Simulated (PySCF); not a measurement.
First SCF of a structure search on singlet [MnO3]-, at a hand-made T-shaped geometry. PySCF input:

```python
from pyscf import gto, scf, dft
mol = gto.M(atom='''
Mn     0.000000     0.000000     0.000000
O      0.000000     0.000000     1.620000
O      1.619000     0.000000     0.056500
O     -1.619000     0.000000     0.056500''',
    basis={'Mn': 'def2-SVPD', 'O': 'def2-SVPD'},
    charge=-1, spin=0)
mf = dft.RKS(mol, xc='PBE')
mf.grids.atom_grid = (50, 194)
aux = {'Mn': 'def2-universal-JKFIT', 'O': 'def2-universal-JKFIT'}
mf = mf.density_fit(auxbasis=aux)
mf.conv_tol = 1e-08
mf.diis_space = 10
mf.max_cycle = 60
mf.init_guess = 'minao'
mf.verbose = 4
mf.kernel()
```

Excerpt of the output (cycles and frontier levels):

```
init E= -1374.96982966888
  HOMO = -0.0100627046957955  LUMO = 0.0281352828519223  gap/eV = 1.03942
cycle= 1 E= -1367.42644270994  delta_E= 7.54  |g|= 4.97  |ddm|= 8.71
  HOMO = -0.294410926855516  LUMO = -0.239071626524903  gap/eV = 1.50586
cycle= 2 E= -1330.39035001969  delta_E=   37  |g|= 10.5  |ddm|= 13.6
  HOMO = -0.204277590337525  LUMO = -0.191132025151296  gap/eV = 0.35771
cycle= 3 E= -1363.02654086131  delta_E= -32.6  |g|=    7  |ddm|= 8.85
  HOMO = -0.0931188714551401  LUMO = -0.0765480821172182  gap/eV = 0.45091
cycle= 4 E= -1367.33133712831  delta_E= -4.3  |g|=  5.1  |ddm|= 4.16
  HOMO = 0.0077029894475471  LUMO = 0.0385128163417257  gap/eV = 0.83838
cycle= 5 E= -1372.0197100645  delta_E= -4.69  |g|= 4.16  |ddm|= 4.35
  HOMO = -0.025871770738052  LUMO = -0.00146270099391677  gap/eV = 0.66420
cycle= 6 E= -1375.76113412563  delta_E= -3.74  |g|= 0.966  |ddm|= 3.04
  HOMO = 0.077416738011947  LUMO = 0.109551840935469  gap/eV = 0.87444
... 18 lines left out ...
cycle= 16 E= -1375.92383078588  delta_E= -9.16e-07  |g|= 0.000793  |ddm|= 0.00302
  HOMO = 0.00430602980557815  LUMO = 0.0218307301252105  gap/eV = 0.47687
cycle= 17 E= -1375.92383020471  delta_E= 5.81e-07  |g|= 0.00184  |ddm|= 0.00151
  HOMO = 0.00430779016668925  LUMO = 0.0218310100939059  gap/eV = 0.47683
cycle= 18 E= -1375.92383092159  delta_E= -7.17e-07  |g|= 0.000148  |ddm|= 0.00116
  HOMO = 0.00431268907011884  LUMO = 0.0218346512010079  gap/eV = 0.47680
cycle= 19 E= -1375.9238309265  delta_E= -4.91e-09  |g|= 1.61e-05  |ddm|= 0.000145
  HOMO = 0.0043094917859845  LUMO = 0.0218331123228879  gap/eV = 0.47684
Extra cycle  E= -1375.92383092352  delta_E= 2.98e-09  |g|= 0.00013  |ddm|= 9.77e-05
converged SCF energy = -1375.92383092352
```

No lower solution of this spin was found from smeared starts or by a stability analysis within the restricted form, which does not test spin polarisation.

At the minimum of this search the closed-shell solution is unstable towards spin polarisation, so a lower open-shell solution exists.

The search for the lowest solution, 3 starts and the stability check together, took 36 s on 2 threads of a shared Arm Neoverse N1 host, with 103 basis functions; the process peaked at 0.46 GiB.
